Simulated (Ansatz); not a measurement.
```yaml
crystal:
  periodic: [false, false, false]
  atoms:
    - {symbol: C, position_ang: [-1.438085, 0.975048, -1.216536]}
    - {symbol: N, position_ang: [-0.664140, 1.317167, 1.916357]}
    - {symbol: Ge, position_ang: [1.219411, -1.959011, 0.235795]}
    - {symbol: H, position_ang: [-3.728760, 0.413967, -1.603119]}
    - {symbol: H, position_ang: [-0.572828, 2.559300, -2.789253]}
    - {symbol: H, position_ang: [0.682041, 3.064304, 2.245747]}
    - {symbol: H, position_ang: [4.488261, -1.617353, -0.447127]}
    - {symbol: H, position_ang: [0.216720, -4.879043, 1.535375]}
basis:
  gaussian: {orbitals: def2-mTZVPP, final_grid: {core_spheres: 8, valence_spheres: 7, degree: 23}}
hamiltonian: {xc: {name: PBE0-DH}}
accuracy: high
output: {forces: true}
```

```sh
$ ansatz run in.yaml --threads 2 --pin off --events-out ev --progress --plain --max-ram 4352MiB
```

It prints (some lines left out):

```
Functional definition: PBE0-DH
1810 factors; integrals over basis functions are off by at most 3.3e-8 eV
mean field evaluation 1: about -59038.9449 eV, gradient 9.2e1 eV
mean field evaluation 2: about -59038.9573 eV, gradient 9.2e1 eV
mean field evaluation 4: about -58947.9397 eV, gradient 1.6e2 eV
mean field evaluation 8: about -59065.1588 eV, gradient 4.1e1 eV
mean field evaluation 16: about -59076.3679 eV, gradient 3.8e-2 eV
mean field evaluation 32: about -59076.3672 eV, gradient 4.2e-2 eV
mean field -59076.36798750 eV, -2171.0164801403 hartree, gradient 4.3e-8 eV, S^2 0.000000; 6 other end points of the search recorded, 0 dependent functions left out; unrestricted orbitals would lower it
11 core orbitals not correlated: weight in the atoms' cores, before any rotation towards them, 1.000 or more for the frozen orbitals, at most 0.000 for the correlated occupied ones
reference -59076.36799032 eV, -2171.0164802437 hartree; 14, 14 occupied and 79, 79 virtual orbitals, 1810 factors
second order -25.55211912 eV of doubles, -0.00000000 eV of singles
Total energy: -59079.56200521 eV, -2171.1338581259 hartree
Atom 0 at    -1.438085     0.975048    -1.216536 Å, force    -1.190917     0.931807    -1.443015 eV/Å
Atom 1 at    -0.664140     1.317167     1.916357 Å, force     1.782052     2.161376     0.148734 eV/Å
Atom 2 at     1.219411    -1.959011     0.235795 Å, force     0.759801    -0.846847     0.255529 eV/Å
Atom 3 at    -3.728760     0.413967    -1.603119 Å, force     2.343326     0.681725     0.223104 eV/Å
Atom 4 at    -0.572828     2.559300    -2.789253 Å, force    -1.055521    -1.607936     1.493559 eV/Å
Atom 5 at     0.682041     3.064304     2.245747 Å, force    -1.773668    -2.320893    -0.455981 eV/Å
Atom 6 at     4.488261    -1.617353    -0.447127 Å, force    -1.372269    -0.217457     0.327317 eV/Å
Atom 7 at     0.216720    -4.879043     1.535375 Å, force     0.507196     1.218224    -0.549247 eV/Å
Dipole moment:    -0.194174     0.466440    -0.099373 e Å
```

Task: What is wrong with this run?

Result: The geometry is stretched to more than twice its size. Self-consistency was reached. The result belongs to that input, not to the molecule as meant.
